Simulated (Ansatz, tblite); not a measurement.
Cost and result up the ladder for GeHF₃ (5 atoms). Charge 0, multiplicity 1. Geometry: PBE0-D4/def2-TZVP.

```csv
atom,x (Å),y (Å),z (Å)
Ge1,0.0384,0.0395,0.0667
H2,0.7114,0.7315,1.2359
F3,1.0532,-1.1146,-0.6764
F4,-0.4245,1.1350,-1.1579
F5,-1.3785,-0.7914,0.5317
```

Ansatz; hardware A = 2 threads of AMD EPYC 7R13 on a shared host; B = 2 threads of AMD EPYC 7R13 on a shared host and a share (18 GiB) of an NVIDIA H100 80GB HBM3; xTB runs through tblite on one thread. Times are rough, summed over both states, and most runs start from the orbitals of an earlier one. CCSD(T)/def2-TZVPP serves as the yardstick here, not as an exact answer. The other state is a doublet.

The xTB rows come from tblite. Correlated methods freeze 12 core orbitals; core or outer-core shells of Ge are correlated, in sets that lack core-valence functions.

Raw xTB energies of ions are shifted by several eV.

```
                                level  functions  vertical IE (eV)  difference from CCSD(T)/def2-TZVPP (eV)
                             GFN2-xTB         22             17.73                                     3.29
                 PBE-D4/def2-TZVP [A]        147             13.20                                    -1.24
                PBE0-D4/def2-TZVP [A]        147             13.92                                    -0.52
                             GFN1-xTB         23             17.70                                     3.26
               CCSD(T)/def2-TZVPP [B]        155             14.44                                     0.00
r2SCAN-D4/def2-TZVP (with forces) [A]        147             13.52                                    -0.92
```

Problem. Estimate how long each takes.

Solution. GFN2-xTB 0.004 s; GFN1-xTB 0.007 s; PBE-D4/def2-TZVP [A] 3.5 s; PBE0-D4/def2-TZVP [A] 5.5 s; r2SCAN-D4/def2-TZVP (with forces) [A] 7.3 s; CCSD(T)/def2-TZVPP [B] 21 s. On shared hardware such times vary by a factor of up to 3.
